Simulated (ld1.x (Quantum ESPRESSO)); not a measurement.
# Which change was made? (I, TM)

```
Element                 : iodine
Generator               : ld1.x (Quantum ESPRESSO) 7.5
Type                    : norm-conserving Troullier–Martins (Kleinman–Bylander form)
Functional              : PBE
Relativity              : scalar-relativistic
Frozen core             : [Kr] 4d10
Valence charge          : 7
Reference configuration : 5s1 5p6
Partial waves           : 5p (bound): rc 2.20 bohr; 5s (bound): rc 1.60 bohr
Local potential         : the s channel
Core correction         : a·sin(br)/r model core inside 1.45 bohr
```

Cutoffs, loose and tight: the cutoffs (Ry, on a coarse ladder) from which the occupation-weighted sum of valence levels, in a spherical-Bessel basis at the reference potential, stays within 10 and 1 mRy of its value at 400 Ry. They do not see the model core or the augmentation charge, which bear on the density cutoff. Test errors are all-electron minus pseudo excitation energies from the reference, over the configurations 5s2 5p5; 5s2 5p4; 5s2 5p3; 5s2 5p4.5; 5s1 5p5; 5s2 5p2; 5s2 5p1; variants that change the core or the reference have their own tests.

The base gives: outcome: generated; cutoff, loose: 30 Ry; cutoff, tight: 55 Ry; bound ghosts: none; largest test error (meV): -99.

**Question.** After one change the result is: outcome: generated, misses its reference levels by 5.53 eV; cutoff, loose: 140 Ry; cutoff, tight: 230 Ry; bound ghosts: none; largest test error (meV): -6270 over the solved tests; 1 of 7 tests not solved or not reliable. Which change was it?
A. type PAW; waves now 5s (bound): rcut 1.40, rcutus 1.60 bohr; 5s channel at -1 Ry: rcut 1.40, rcutus 1.60 bohr; 5p (bound): rcut 1.90, rcutus 2.20 bohr; 5p channel at 4.35 Ry: rcut 1.90, rcutus 2.20 bohr; local potential all-electron potential smoothed inside 1.40 bohr (lloc = -2); augmentation BESSEL, radius 1.05 bohr
B. type ultrasoft; waves now 5s (bound): rcut 1.40, rcutus 1.60 bohr; 5s channel at -0.9 Ry: rcut 1.40, rcutus 1.60 bohr; 5p (bound): rcut 1.90, rcutus 2.20 bohr; 5p channel at 0.85 Ry: rcut 1.90, rcutus 2.20 bohr; local potential all-electron potential smoothed inside 1.80 bohr (lloc = -1); augmentation built from norm-conserving waves at rcut, not smoothed further
C. core [Ar] 3d10, valence charge 25; reference 4s2 4p6 4d10 5s2 5p5; waves now 4s (bound): rc 1.25 bohr; 4p (bound): rc 1.30 bohr; 4d (bound): rc 1.05 bohr; local potential the d channel; core correction none

**Answer.** C. The others give: type PAW; waves now 5s (bound): rcut 1.40, rcutus 1.60 bohr; 5s channel at -1 Ry: rcut 1.40, rcutus 1.60 bohr; 5p (bound): rcut 1.90, rcutus 2.20 bohr; 5p channel at 4.35 Ry: rcut 1.90, rcutus 2.20 bohr; local potential all-electron potential smoothed inside 1.40 bohr (lloc = -2); augmentation BESSEL, radius 1.05 bohr → outcome: failed: new_paw_hamiltonian: negative rho | type ultrasoft; waves now 5s (bound): rcut 1.40, rcutus 1.60 bohr; 5s channel at -0.9 Ry: rcut 1.40, rcutus 1.60 bohr; 5p (bound): rcut 1.90, rcutus 2.20 bohr; 5p channel at 0.85 Ry: rcut 1.90, rcutus 2.20 bohr; local potential all-electron potential smoothed inside 1.80 bohr (lloc = -1); augmentation built from norm-conserving waves at rcut, not smoothed further → outcome: generated; cutoff, loose: 15 Ry; cutoff, tight: 30 Ry; bound ghosts: s, d; largest test error (meV): -130.
